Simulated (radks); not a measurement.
The nitrogen anion N3-, [Ne], held by a Watson sphere: a shell of charge +3 at radius R that stands for the Madelung well of a crystal (potential energy -3/R inside, -3/r outside, in hartree with lengths in bohr). All-electron calculation, non-relativistic Kohn-Sham, PBE, spin-unpolarised, spherical densities, point nucleus. Program: a radial shooting solver on a logarithmic mesh with Libxc functionals. Response by self-consistent Sternheimer equations with the Hartree and adiabatic LDA kernel. The sphere does not respond.

R (bohr)  e(1s) (eV)  e(2s) (eV)  e(2p) (eV)  <r> 2p (bohr)  sum of <r^2> (bohr^2)  X-ray form factor at sin(theta)/lambda = 0.2 1/angstrom  alpha (bohr^3)
2.03         -377.66     -18.323      -7.390          1.763                  29.39                                                    5.185           21.46
2.33         -378.11     -17.005      -6.433          1.887                  33.49                                                    4.951           30.28
2.47         -378.24     -16.484      -6.037          1.944                  35.48                                                    4.864           35.47
2.66         -378.37     -15.865      -5.549          2.020                  38.28                                                    4.766           43.83
2.8          -378.42     -15.468      -5.223          2.077                  40.41                                                    4.707           51.10
2.88         -378.45     -15.262      -5.050          2.109                  41.66                                                    4.678           55.72

Estimate the row for R = 2.31 bohr.

Answer. e(1s) (eV) -378.09; e(2s) (eV) -17.084; e(2p) (eV) -6.492; <r> 2p (bohr) 1.879; sum of <r^2> (bohr^2) 33.21; X-ray form factor at sin(theta)/lambda = 0.2 1/angstrom 4.965; alpha (bohr^3) 29.60.
